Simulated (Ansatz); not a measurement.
`[SiH3][SnH2][SiH3]` and `[SiH3][SnH2][Cl]` differ in one atom or group.

Ansatz, PBE0-D4/def2-TZVP geometries, multiplicity 1. 

Elements past krypton have def2 core potentials.

```
                                          property  `[SiH3][SnH2][SiH3]`
                 HOMO energy (PBE/def2-TZVPP) / eV                 -6.67
    zero-point energy (PBE0-D4/def2-TZVP) / kJ/mol                 164.1
               HOMO–LUMO gap (PBE/def2-TZVPP) / eV                  5.50
             HOMO energy (ωB97M-V/def2-TZVPP) / eV                 -9.58
size of the dipole moment (ωB97M-V/def2-TZVPP) / D                  0.17
               LUMO energy (B3LYP/def2-TZVPP) / eV                 -0.59
```

Question: What does the change do to each property? (An estimate is asked.)

Answer: Computed: 
```
                                          property  `[SiH3][SnH2][Cl]`  shift
                 HOMO energy (PBE/def2-TZVPP) / eV               -6.86  -0.19
    zero-point energy (PBE0-D4/def2-TZVP) / kJ/mol               103.4  -60.7
               HOMO–LUMO gap (PBE/def2-TZVPP) / eV                5.00  -0.50
             HOMO energy (ωB97M-V/def2-TZVPP) / eV              -10.06  -0.48
size of the dipole moment (ωB97M-V/def2-TZVPP) / D                2.80   2.63
               LUMO energy (B3LYP/def2-TZVPP) / eV               -1.27  -0.68
```

With PBE0 the HOMO falls by 0.37 eV and the LUMO falls by 0.68 eV, so the gap narrows by about 0.31 eV. PBE moves the HOMO by -0.19 eV and ωB97M-V by -0.48 eV. The zero-point energy changes by -60.7 kJ/mol with -9 modes. Dipoles are sizes alone; their direction can turn.

B3LYP here is the variant with VWN-RPA as its local correlation; programs differ in this.
